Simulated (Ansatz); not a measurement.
Reaction (redistribution): `CO[Si](Cl)(Cl)Cl` + `F[B](F)[AlH2]` → `FB(F)[Si](Cl)(Cl)Cl` + `C[O][AlH2]`

Gas-phase electronic energies from Ansatz, PBE0-D4/def2-TZVP geometries. CBS: MP2 limit from def2 TZ/QZ plus the TZ coupled-cluster correction, frozen cores. Functionals use def2-TZVPP. Each species was taken in one conformer, which may not be the lowest.

```tsv
species	BHLYP-D4 energy (Eh)
`CO[Si](Cl)(Cl)Cl`	-1785.48969
`F[B](F)[AlH2]`	-468.28372
`FB(F)[Si](Cl)(Cl)Cl`	-1894.99452
`C[O][AlH2]`	-358.79009
```

Q: Work out ΔE.

A: ΔE = (-1894.99452) + (-358.79009) − (-1785.48969) − (-468.28372) = -0.01120 Eh = -7.0 kcal/mol. CCSD(T)/CBS gives -6.6 kcal/mol.

Largest T1 diagnostic among the species: 0.014.

Leaving LDA and LC-ωPBE aside and taking each functional with its dispersion term where it has one, the values, not all of them listed here, spread over 2.4 kcal/mol, from BLYP-D4 to ωB97M-V. LDA lies +0.9 kcal/mol from PBE without D4. From BLYP to BHLYP (50 % exact exchange), in def2-TZVPP and without D4, ΔE moves by +2.5 kcal/mol.
